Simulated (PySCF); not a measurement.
Electron correlation in Cl (chlorine, neutral)

[Ne] 3s2 3p5, 2P determinant. Computed with PySCF 2.14 in aug-cc-pV(T+d)Z (6s5p4d2f, 55 functions), with no relativity, point nucleus. Frozen: [Ne]; 7 electrons correlated.

```json
{"level": "CCSD", "correlation energy (mhartree)": "-185.36"}
{"level": "(T)", "correlation energy (mhartree)": "-6.41"}
{"level": "CCSD(T)", "correlation energy (mhartree)": "-191.77"}
```

Diagnostics: T1 = 0.0074, D1 = 0.0245, largest double amplitude 0.038.

Task: Is a single reference adequate?

Result: Yes: T1 lies below 0.03 and no double amplitude reaches 0.07.
